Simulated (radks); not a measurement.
Problem. Isoelectronic series with 40 electrons, each ion in its NIST ground configuration. All-electron calculation, Dirac Kohn-Sham, BLYP, spin-unpolarised, spherical densities, finite nucleus; open shells fill j = l - 1/2 first; Fermi nuclear charge, rms radius of each element as measured or else 0.836 A^(1/3) + 0.57 fm. Program: a radial shooting solver on a logarithmic mesh with Libxc functionals. Total energies (hartree) and orbital eigenvalues (eV) (* marks an orbital that is empty in some or all of the ions):

| ion | configuration | E (hartree) | 4d5/2* | 4d3/2 | 4p3/2 | 4p1/2 |
|---|---|---|---|---|---|---|
| Nd20+ | [Kr] 4d4 | -9468.9569 | -578.7184 | -584.1589 | -689.2326 | -716.3410 |
| Pm21+ | [Kr] 4d4 | -9845.3936 | -626.8732 | -632.9116 | -741.8120 | -771.6685 |
| Sm22+ | [Kr] 4d4 | -10230.1133 | -676.7711 | -683.4526 | -796.1817 | -828.9922 |
| Eu23+ | [Kr] 4d4 | -10623.2208 | -728.4090 | -735.7814 | -852.3419 | -888.3234 |
| Gd24+ | [Kr] 4d4 | -11024.7624 | -781.7847 | -789.8977 | -910.2934 | -949.6744 |
| Tb25+ | [Kr] 4d4 | -11434.8609 | -836.8958 | -845.8017 | -970.0369 | -1013.058 |
| Dy26+ | [Kr] 4d4 | -11853.4626 | -893.7413 | -903.4947 | -1031.575 | -1078.489 |
| Ho27+ | [Kr] 4d4 | -12280.7927 | -952.3190 | -962.9770 | -1094.907 | -1145.982 |
| Er28+ | [Kr] 4d4 | -12716.8437 | -1012.628 | -1024.250 | -1160.037 | -1215.552 |
| Tm29+ | [Kr] 4d4 | -13161.7616 | -1074.668 | -1087.316 | -1226.966 | -1287.216 |
| Lu31+ | [Kr] 4d4 | -14078.3481 | -1203.935 | -1218.833 | -1366.233 | -1436.896 |

Estimate the row of Yb30+ ([Kr] 4d4).

Solution. E (hartree) -13615.5449; 4d5/2* -1138.437; 4d3/2 -1152.176; 4p3/2 -1295.697; 4p1/2 -1360.991.
